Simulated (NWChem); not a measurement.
System: CNO anion

Input file for NWChem:

```
start job
memory heap 200 mb stack 900 mb global 1100 mb
charge -1
geometry units angstroms noautoz
  N      0.000000     0.000000     1.261754
  C      0.000000     0.000000     0.070950
  O      0.000000     0.000000    -1.159397
end
basis spherical
  * library def2-svpd
end
dft
  xc r2scan
  iterations 150
  mulliken
end
task dft energy
```

NWChem printed, in part:

```
             Northwest Computational Chemistry Package (NWChem) 7.3.0
             --------------------------------------------------------

 ORDER OF PRIMARY AXIS IS BEING SET TO 4
 C4V symmetry detected

                             Geometry "geometry" -> ""
                             -------------------------

 Output coordinates in angstroms (scale by  1.889725989 to convert to a.u.)

  No.       Tag          Charge          X              Y              Z
 ---- ---------------- ---------- -------------- -------------- --------------
    1 N                    7.0000     0.00000000     0.00000000     1.26257295
    2 C                    6.0000     0.00000000     0.00000000     0.07176895
    3 O                    8.0000     0.00000000     0.00000000    -1.15857805

 Effective nuclear repulsion energy (a.u.)      51.5488317420

      Symmetry information
      --------------------

 Group name             C4v
 Group number             18
 Group order               8
 No. of unique centers     3

                                 NWChem DFT Module
                                 -----------------

 Summary of "ao basis" -> "ao basis" (spherical)
 ------------------------------------------------------------------------------
       Tag                 Description            Shells   Functions and Types
 ---------------- ------------------------------  ------  ---------------------
 N                         def2-svpd                 8       20   4s2p2d
 C                         def2-svpd                 8       20   4s2p2d
 O                         def2-svpd                 9       23   4s3p2d

      Symmetry analysis of basis
      --------------------------

        a1         25
        a2          0
        b1          6
        b2          6
        e          26

            General Information
            -------------------
          SCF calculation type: DFT
          Wavefunction type:  closed shell.
          No. of atoms     :     3
          No. of electrons :    22
           Alpha electrons :    11
            Beta electrons :    11
          Charge           :    -1
          Spin multiplicity:     1
          Use of symmetry is: on ; symmetry adaption is: on
          Maximum number of iterations: 150
          AO basis - number of functions:    63
                     number of shells:    25
          Convergence on energy requested:  1.00D-06
          Convergence on density requested:  1.00D-05
          Convergence on gradient requested:  5.00D-04

              XC Information
              --------------
                      r^2SCAN Method XC Functional
               r^2SCAN metaGGA Exchange Functional  1.000
                     r^2SCAN Correlation Potential  1.000

             Grid Information
             ----------------
          Grid used for XC integration:  medium
          Radial quadrature: Mura-Knowles
          Angular quadrature: Lebedev.
          Tag              B.-S. Rad. Rad. Pts. Rad. Cut. Ang. Pts.
          ---              ---------- --------- --------- ---------
          N                   0.65       49          10.0       434
          C                   0.70       49           8.0       434
          O                   0.60       49           9.0       434
          Grid pruning is: on
          Number of quadrature shells:   147
          Spatial weights used:  Erf1

      Superposition of Atomic Density Guess
      -------------------------------------

 Sum of atomic energies:        -166.56386776

 Renormalizing density from      21.00 to     22

      Non-variational initial energy
      ------------------------------

 Total energy =    -172.367446
 1-e energy   =    -344.545228
 2-e energy   =     120.628950
 HOMO         =       0.053031
 LUMO         =       0.279156

      Symmetry analysis of molecular orbitals - initial
      -------------------------------------------------

 !! scf_movecs_sym_adapt:   12 vectors were symmetry contaminated

  Symmetry fudging

 !! scf_movecs_sym_adapt:   12 vectors were symmetry contaminated

  Numbering of irreducible representations:

     1 a1          2 a2          3 b1          4 b2          5 e

  Orbital symmetries:

     1 a1          2 a1          3 a1          4 a1          5 a1
     6 a1          7 e           8 e           9 a1         10 e
    11 e          12 a1         13 a1         14 e          15 e
    16 a1         17 a1         18 e          19 e          20 b1
    21 b2

     ---------------------------------------------
      Total Density - Mulliken Population Analysis
     ---------------------------------------------

    Atom       Charge   Shell Charges
 -----------   ------   -------------------------------------------------------
    1 N    7     7.80   1.99  1.01  0.78  0.24  2.23  1.53  0.02  0.01
    2 C    6     5.22   1.99  0.85  0.13 -0.09  1.38  0.52  0.09  0.36
    3 O    8     8.97   1.99  1.02  0.82  0.11  2.58  2.08  0.32  0.01  0.04

   convergence    iter        energy       DeltaE   RMS-Dens  Diis-err
 ---------------- ----- ----------------- --------- --------- ---------
 d= 0,ls=0.0,diis     1   -167.7336856149 -2.19D+02  3.27D-02  1.48D+00
 d= 0,ls=0.0,diis     2   -167.3105657853  4.23D-01  2.58D-02  5.40D+00
 d= 0,ls=0.0,diis     3   -167.8074906453 -4.97D-01  1.11D-02  1.01D+00
 d= 0,ls=0.0,diis     4   -167.9186737159 -1.11D-01  2.10D-03  3.73D-02
 d= 0,ls=0.0,diis     5   -167.9209074285 -2.23D-03  1.02D-03  1.44D-02
  Resetting Diis
 d= 0,ls=0.0,diis     6   -167.9222766256 -1.37D-03  9.58D-05  1.37D-05
 d= 0,ls=0.0,diis     7   -167.9222781770 -1.55D-06  1.34D-05  1.56D-07
 d= 0,ls=0.0,diis     8   -167.9222781748  2.21D-09  6.77D-06  1.90D-07

         Total DFT energy =     -167.922278174779
      One electron energy =     -336.469695337225
           Coulomb energy =      137.968977468359
    Exchange-Corr. energy =      -20.970392047878
 Nuclear repulsion energy =       51.548831741966

 Numeric. integr. density =       22.000001199048

                  Occupations of the irreducible representations
                  ----------------------------------------------

                     irrep           alpha         beta
                     --------     --------     --------
                     a1                7.0          7.0
                     a2                0.0          0.0
                     b1                0.0          0.0
                     b2                0.0          0.0
                     e                 4.0          4.0

                       DFT Final Molecular Orbital Analysis
                       ------------------------------------

 Vector    9  Occ=2.000000D+00  E=-8.532431D-02  Symmetry=a1
              MO Center= -1.7D-15,  2.4D-16,  1.4D+00, r^2= 1.1D+00
   Bfn.  Coefficient  Atom+Function         Bfn.  Coefficient  Atom+Function
  ----- ------------  ---------------      ----- ------------  ---------------
     3      0.470089  1 N  s                  7     -0.458862  1 N  pz
    23     -0.337272  2 C  s                  2      0.314604  1 N  s
     4      0.304229  1 N  s                 27     -0.254652  2 C  pz
    22     -0.228467  2 C  s                 30     -0.221486  2 C  pz
     1      0.151382  1 N  s                 47      0.133256  3 O  pz

 Vector   10  Occ=2.000000D+00  E= 5.539367D-03  Symmetry=e
              MO Center=  5.3D-16,  2.8D-16,  2.4D-01, r^2= 2.1D+00
   Bfn.  Coefficient  Atom+Function         Bfn.  Coefficient  Atom+Function
  ----- ------------  ---------------      ----- ------------  ---------------
     5      0.348040  1 N  px                45      0.326606  3 O  px
     6      0.270253  1 N  py                46      0.253609  3 O  py
    48      0.225073  3 O  px                 8     -0.195388  1 N  px
    49      0.174769  3 O  py                 9     -0.151719  1 N  py
    25     -0.138536  2 C  px                28     -0.121358  2 C  px

 Vector   11  Occ=2.000000D+00  E= 5.539367D-03  Symmetry=e
              MO Center=  1.1D-16, -4.4D-16,  2.4D-01, r^2= 2.1D+00
   Bfn.  Coefficient  Atom+Function         Bfn.  Coefficient  Atom+Function
  ----- ------------  ---------------      ----- ------------  ---------------
     6      0.348040  1 N  py                46      0.326606  3 O  py
     5     -0.270253  1 N  px                45     -0.253609  3 O  px
    49      0.225073  3 O  py                 9     -0.195388  1 N  py
    48     -0.174769  3 O  px                 8      0.151719  1 N  px
    26     -0.138536  2 C  py                29     -0.121358  2 C  py

 Vector   12  Occ=0.000000D+00  E= 2.160378D-01  Symmetry=a1
              MO Center=  6.1D-16, -9.9D-16, -4.6D-01, r^2= 7.6D+00
   Bfn.  Coefficient  Atom+Function         Bfn.  Coefficient  Atom+Function
  ----- ------------  ---------------      ----- ------------  ---------------
    24      8.466790  2 C  s                 44     -4.811061  3 O  s
     4     -2.862677  1 N  s                 53     -1.857054  3 O  pz
    38      0.728454  2 C  d  0              43     -0.575270  3 O  s
    30     -0.305117  2 C  pz                23     -0.255849  2 C  s
    18      0.238564  1 N  d  0               2     -0.220462  1 N  s

 Vector   13  Occ=0.000000D+00  E= 2.865360D-01  Symmetry=a1
              MO Center=  4.7D-16, -2.2D-18, -2.3D+00, r^2= 6.5D+00
   Bfn.  Coefficient  Atom+Function         Bfn.  Coefficient  Atom+Function
  ----- ------------  ---------------      ----- ------------  ---------------
    53      2.347455  3 O  pz                 3     -1.539359  1 N  s
    24      1.503623  2 C  s                 38      1.208360  2 C  d  0
    23     -1.187448  2 C  s                  4     -1.086701  1 N  s
    30      0.955786  2 C  pz                44      0.841262  3 O  s
    61      0.368240  3 O  d  0              22     -0.288262  2 C  s

 Vector   14  Occ=0.000000D+00  E= 2.916911D-01  Symmetry=e
              MO Center= -7.7D-18,  2.5D-18, -1.1D+00, r^2= 7.2D+00
   Bfn.  Coefficient  Atom+Function         Bfn.  Coefficient  Atom+Function
  ----- ------------  ---------------      ----- ------------  ---------------
    51      1.507847  3 O  px                28     -0.832925  2 C  px
    39     -0.546386  2 C  d  1              52     -0.490675  3 O  py
    29      0.271046  2 C  py                62     -0.257279  3 O  d  1
    25     -0.225761  2 C  px                37     -0.177802  2 C  d -1
    48      0.107276  3 O  px                60     -0.083722  3 O  d -1

     ---------------------------------------------
      Total Density - Mulliken Population Analysis
     ---------------------------------------------

    Atom       Charge   Shell Charges
 -----------   ------   -------------------------------------------------------
    1 N    7     7.32   1.99  1.06  0.55  0.35  2.29  1.05  0.03  0.01
    2 C    6     5.95   1.98  0.96  0.09 -0.13  2.01  0.59  0.11  0.33
    3 O    8     8.73   1.99  1.10  0.70  0.14  2.83  1.70  0.22  0.02  0.04

     -------------------------------------------
      Total Density - Lowdin Population Analysis
     -------------------------------------------

    Atom       Charge   Shell Charges
 -----------   ------   -------------------------------------------------------
    1 N    7     7.17   1.97  0.75  0.41  0.24  2.09  1.52  0.04  0.14
    2 C    6     6.44   1.96  0.51  0.20  0.11  1.72  0.93  0.24  0.77
    3 O    8     8.40   1.97  0.88  0.53  0.14  2.66  1.70  0.29  0.02  0.19

     Multipole analysis of the density
     ---------------------------------

     L   x y z        total         alpha         beta         nuclear
     -   - - -        -----         -----         ----         -------
     0   0 0 0     -1.000000    -11.000000    -11.000000     21.000000

     1   1 0 0     -0.000000     -0.000000     -0.000000      0.000000
     1   0 1 0     -0.000000     -0.000000     -0.000000      0.000000
     1   0 0 1     -0.604113     -0.302057     -0.302057      0.000000

     2   2 0 0    -13.930060     -6.965030     -6.965030      0.000000
     2   1 1 0     -0.000000     -0.000000     -0.000000      0.000000
     2   1 0 1      0.000000      0.000000      0.000000      0.000000
     2   0 2 0    -13.930060     -6.965030     -6.965030      0.000000
     2   0 1 1      0.000000      0.000000      0.000000      0.000000
     2   0 0 2    -22.427630    -50.366897    -50.366897     78.306165
```

Level: r2SCAN/def2-SVPD. The geometry was optimised at B3LYP/def2-SVPD. The highest occupied level is positive, so the extra electron may be held by the finite basis.
